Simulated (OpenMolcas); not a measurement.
Pd6+.

| Property | Result |
| --- | --- |
| Program | OpenMolcas |
| Method | CASSCF |
| Basis | ANO-R2 [7s5p4d2f1g] |
| Scalar Hamiltonian | X2C, finite nucleus |
| Active space | 4 electrons in 5 orbitals (4d) |
| State averaging | 2S+1 = 5 even, 5 roots; 2S+1 = 3 even, 45 roots; 2S+1 = 1 even, 50 roots |
| Spin-orbit coupling | RASSI with atomic mean-field integrals over the reference wave functions, term energies averaged over their components |

Levels without dynamic correlation, in cm-1 above 4d4 5D0:

```
         Level      E
4d4 3H4 [72 %]  24148
    4d4 3P0(1)  23307
    4d4 3F2(1)  29037
       4d4 1I6  39197
```

On this reference, MS-CASPT2, IPEA 0.25 Eh, imaginary shift 0.1 Eh (closed shells correlated: 4s 4p) puts 4d4 3H4 [72 %] at 22040 cm-1.

**Question.** Estimate the other levels at that method by one scale factor, and say how well it serves.

**Answer.** The factor is 22040 / 24148 = 0.913. Scaled values beside those that MS-CASPT2 gives:
| Level | Scaled | MS-CASPT2 | Miss (%) |
| --- | --- | --- | --- |
| 4d4 3P0(1) | 21279 | 20000 | +6.4 |
| 4d4 3F2(1) | 26511 | 25870 | +2.5 |
| 4d4 1I6 | 35787 | 36600 | -2.2 |
For these levels the scaled values miss MS-CASPT2 by up to 6.4 %, as correlation changes each term by its own factor, spin-orbit parts do not scale and CASPT2 has its own spread within terms. This holds within one configuration; levels of others move differently, and the target method has errors of its own against measurement.

CASPT2 breaks the degeneracy within a term, and the mean is taken; among the terms shown or strongly mixed into the levels shown the widest spread is 1500 cm-1 (4d4 1I, MS-CASPT2). Without dynamic correlation excited terms often stand tens of per cent too high (terms of higher spin than the ground term too low), and those without a measured partner can miss by more than the paired ones (holds for CASSCF). Only configurations of the active space appear.

A share in square brackets marks a mixed level and gives the weight of the term that names it, the lowest over the columns. A number in round brackets counts repeated terms of one configuration in the order of the reference energies.
